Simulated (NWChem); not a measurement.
All runs are NWChem calculations. System: benzonitrile (C$_{7}$H$_{5}$N), charge 0, spin multiplicity 1, at a geometry optimised with PBE0/def2-SVP. Level: RHF/def2-SVP.

Input file:

```
start mol
memory heap 200 mb stack 900 mb global 1100 mb
geometry units angstroms nocenter noautoz
  N      0.000000     0.000000    -3.203214
  C      0.000000     0.000000    -2.043654
  C      0.000000     0.000000    -0.610398
  C      1.215510     0.000000     0.091179
  C      1.209074     0.000000     1.482012
  C      0.000000     0.000000     2.177873
  C     -1.209074     0.000000     1.482012
  C     -1.215510     0.000000     0.091179
  H      2.156532     0.000000    -0.462209
  H      2.155412     0.000000     2.027581
  H      0.000000     0.000000     3.270538
  H     -2.155412     0.000000     2.027581
  H     -2.156532     0.000000    -0.462209
  symmetry group C2v
end
basis spherical
  * library def2-svp
end
scf
  rhf
  nopen 0
  maxiter 100
  thresh 1e-7
  semidirect memsize 60000000 filesize 0
end
task scf energy
```

NWChem printed:

```
             Northwest Computational Chemistry Package (NWChem) 7.3.0
             --------------------------------------------------------

                                NWChem Input Module
                                -------------------

 Scaling coordinates for geometry "geometry" by  1.889725989
 (inverse scale =  0.529177249)

 Turning off AUTOSYM since
 SYMMETRY directive was detected!

                             Geometry "geometry" -> ""
                             -------------------------

 Output coordinates in angstroms (scale by  1.889725989 to convert to a.u.)

  No.       Tag          Charge          X              Y              Z
 ---- ---------------- ---------- -------------- -------------- --------------
    1 N                    7.0000     0.00000000     0.00000000    -3.20321400
    2 C                    6.0000     0.00000000     0.00000000    -2.04365400
    3 C                    6.0000     0.00000000     0.00000000    -0.61039800
    4 C                    6.0000     1.21551000     0.00000000     0.09117900
    5 C                    6.0000     1.20907400     0.00000000     1.48201200
    6 C                    6.0000     0.00000000     0.00000000     2.17787300
    7 C                    6.0000    -1.20907400     0.00000000     1.48201200
    8 C                    6.0000    -1.21551000     0.00000000     0.09117900
    9 H                    1.0000     2.15653200     0.00000000    -0.46220900
   10 H                    1.0000     2.15541200     0.00000000     2.02758100
   11 H                    1.0000     0.00000000     0.00000000     3.27053800
   12 H                    1.0000    -2.15541200     0.00000000     2.02758100
   13 H                    1.0000    -2.15653200     0.00000000    -0.46220900

 Effective nuclear repulsion energy (a.u.)     299.3755353462

            Nuclear Dipole moment (a.u.)
            ----------------------------
        X                 Y               Z
 ---------------- ---------------- ----------------
     0.0000000000     0.0000000000     0.0000037795

      Symmetry information
      --------------------
[...]
              MO Center= -2.0D-15,  3.0D-14,  1.7D-01, r^2= 5.0D+00
   Bfn.  Coefficient  Atom+Function         Bfn.  Coefficient  Atom+Function
  ----- ------------  ---------------      ----- ------------  ---------------
    78      0.498407   6 C  py               36      0.479977   3 C  py
    50     -0.319625   4 C  py              106     -0.319625   8 C  py
    75      0.292764   6 C  py               33      0.279011   3 C  py
     8     -0.251763   1 N  py               64     -0.203613   5 C  py
    92     -0.203613   7 C  py                5      0.201477   1 N  py

 Vector   29  Occ=0.000000D+00  E= 1.061714D-01  Symmetry=a2
              MO Center=  3.3D-15, -2.7D-17,  7.9D-01, r^2= 3.8D+00
   Bfn.  Coefficient  Atom+Function         Bfn.  Coefficient  Atom+Function
  ----- ------------  ---------------      ----- ------------  ---------------
    64     -0.517541   5 C  py               92      0.517541   7 C  py
    50      0.514693   4 C  py              106     -0.514693   8 C  py
    61     -0.275688   5 C  py               89      0.275688   7 C  py
    47      0.273426   4 C  py              103     -0.273426   8 C  py

 Vector   30  Occ=0.000000D+00  E= 1.649426D-01  Symmetry=a1
              MO Center= -3.3D-16, -6.5D-17,  1.5D+00, r^2= 1.0D+01
   Bfn.  Coefficient  Atom+Function         Bfn.  Coefficient  Atom+Function
  ----- ------------  ---------------      ----- ------------  ---------------
    23      1.058707   2 C  pz              124     -0.984044  11 H  s
   119     -0.939240  10 H  s               129     -0.939240  12 H  s
   114     -0.904381   9 H  s               134     -0.904381  13 H  s
    59      0.891409   5 C  s                87      0.891409   7 C  s
     3      0.877993   1 N  s                37      0.828131   3 C  pz

 center of mass
 --------------
 x =   0.00000000 y =   0.00000000 z =  -0.11665695

 moments of inertia (a.u.)
 ------------------
        1168.463661807032           0.000000000000           0.000000000000
           0.000000000000        1487.295923520345           0.000000000000
           0.000000000000           0.000000000000         318.832261713312

  Mulliken analysis of the total density
  --------------------------------------

    Atom       Charge   Shell Charges
 -----------   ------   -------------------------------------------------------
    1 N    7     7.11   1.99  1.06  0.58  2.15  1.29  0.04
    2 C    6     5.96   1.99  0.93  0.12  1.97  0.89  0.06
    3 C    6     6.20   1.99  0.90  0.13  2.06  1.08  0.05
    4 C    6     5.96   1.99  0.89  0.27  2.01  0.76  0.04
    5 C    6     6.05   1.99  0.88  0.26  2.02  0.85  0.04
    6 C    6     6.02   1.99  0.89  0.25  2.01  0.83  0.04
    7 C    6     6.05   1.99  0.88  0.26  2.02  0.85  0.04
    8 C    6     5.96   1.99  0.89  0.27  2.01  0.76  0.04
    9 H    1     0.94   0.75  0.16  0.03
   10 H    1     0.94   0.75  0.16  0.03
   11 H    1     0.94   0.75  0.16  0.03
   12 H    1     0.94   0.75  0.16  0.03
   13 H    1     0.94   0.75  0.16  0.03

       Multipole analysis of the density wrt the origin
       ------------------------------------------------

     L   x y z        total         open         nuclear
     -   - - -        -----         ----         -------
     0   0 0 0     -0.000000      0.000000     54.000000

     1   1 0 0      0.000000      0.000000      0.000000
     1   0 1 0      0.000000      0.000000      0.000000
     1   0 0 1      1.899876      0.000000      0.000004

     2   2 0 0    -29.538169      0.000000    192.354509
     2   1 1 0      0.000000      0.000000      0.000000
     2   1 0 1     -0.000000      0.000000      0.000000
     2   0 2 0    -37.213057      0.000000      0.000000
     2   0 1 1      0.000000      0.000000      0.000000
     2   0 0 2    -42.614207      0.000000    619.149093

 Task  times  cpu:        3.3s     wall:        3.3s

 Total times  cpu:        3.3s     wall:        3.3s
```
